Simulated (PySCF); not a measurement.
PySCF 2.14 output of an unrestricted M06-L calculation on a single atom or ion in def2-TZVP, with the non-relativistic Hamiltonian (point nucleus):

```
SCF conv_tol = 1e-09
number electrons alpha = 13  beta = 9
    Y. Zhao and D. G. Truhlar.,  J. Chem. Phys. 125, 194101 (2006)
    Y. Zhao and D. G. Truhlar.,  J. Chem. Phys. 125, 194101 (2006)
    Y. Zhao and D. G. Truhlar.,  Theor. Chem. Acc. 120, 215 (2008)
cycle= 1 E= -943.611400702448  delta_E= -0.00971  |g|= 0.0352  |ddm|= 0.322
cycle= 2 E= -943.613652798832  delta_E= -0.00225  |g|= 0.0142  |ddm|= 0.215
cycle= 3 E= -943.613962843023  delta_E= -0.00031  |g|= 0.00174  |ddm|= 0.0819
cycle= 4 E= -943.613965092654  delta_E= -2.25e-06  |g|= 0.00267  |ddm|= 0.00895
cycle= 5 E= -943.613966923969  delta_E= -1.83e-06  |g|= 0.00113  |ddm|= 0.00229
cycle= 6 E= -943.61396734854  delta_E= -4.25e-07  |g|= 9.47e-05  |ddm|= 0.00123
cycle= 7 E= -943.613967352649  delta_E= -4.11e-09  |g|= 3.42e-05  |ddm|= 0.000157
cycle= 8 E= -943.613967353088  delta_E= -4.4e-10  |g|= 1.62e-06  |ddm|= 3.77e-05
converged SCF energy = -943.613967353088  <S^2> = 6.0007037  2S+1 = 5.0002815
```

The run itself started from symmetry-adapted Hartree-Fock orbitals and held the occupation by maximum overlap, on a logarithmic radial grid, so the iterations belong to that start.

Question: Which element, charge and spin multiplicity is this?

Answer: V+ (vanadium, charge +1), multiplicity 5; the state was [Ar] 3d4, high-spin 5D determinant.

⟨L²⟩ = 7.33 against 6 for a pure D term, so this real determinant mixes terms.
